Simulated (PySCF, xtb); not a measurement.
Zn(Et)(OH) cation (C₂H₆OZn), SMILES C[CH2][Zn][OH] (connectivity only; charge and spin as stated), charge +1, multiplicity 2. Other conformers were not sampled.

Harmonic wavenumbers (cm⁻¹) from GFN2-xTB run with xtb at its own minimum, in rising order: 29, 74, 168, 183, 323, 328, 460, 563, 729, 821, 838, 1007, 1124, 1156, 1285, 1295, 1353, 1417, 2805, 2938, 2949, 2968, 2994, 3538.

### Question
What does PySCF 2.14.0 with PBE-D3(BJ)/def2-SVP give at its own minimum? (Estimate from the structure and the level; the computed values follow.)

### Answer
33, 75, 142, 208, 226, 372, 527, 587, 691, 789, 800, 1020, 1069, 1159, 1244, 1300, 1371, 1405, 2819, 2945, 3004, 3057, 3086, 3656. Paired by order, the mean absolute difference is 38 cm⁻¹ and the zero-point energies are 44.8 and 45.2 kcal/mol.
